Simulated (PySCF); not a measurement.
HfF₂, SMILES [F][Hf][F] (connectivity only; charge and spin as stated), neutral, multiplicity 3. Atoms are numbered in the order given.

```xyz
3

Hf     0.0000     0.0000     0.1360
F      0.0000    -1.7888    -0.5438
F      0.0000     1.7888    -0.5438
```
Charge 0, spin multiplicity 3.

The structure is a stationary point at PBE0-D3(BJ)/def2-TZVP. The spin state was assumed, not searched. The def2 effective core potentials stand for the cores of Hf; spin–orbit coupling is left out.

These are PBE0-D3(BJ)/def2-TZVP run with PySCF values and carry that method's errors.

Frequencies are harmonic and unscaled.

**Question.** Estimate the vibrational spectrum. (Estimate from the structure and the level; the computed values follow.)

**Answer.** 
| mode | ν (cm⁻¹) | IR (km/mol) | moving atoms (share of kinetic energy) |
|---|---|---|---|
| 1 | 92 | 4.7 | F 86 %, Hf 14 % |
| 2 | 613 | 154.6 | F 84 %, Hf 16 % |
| 3 | 635 | 31.7 | F 97 % |
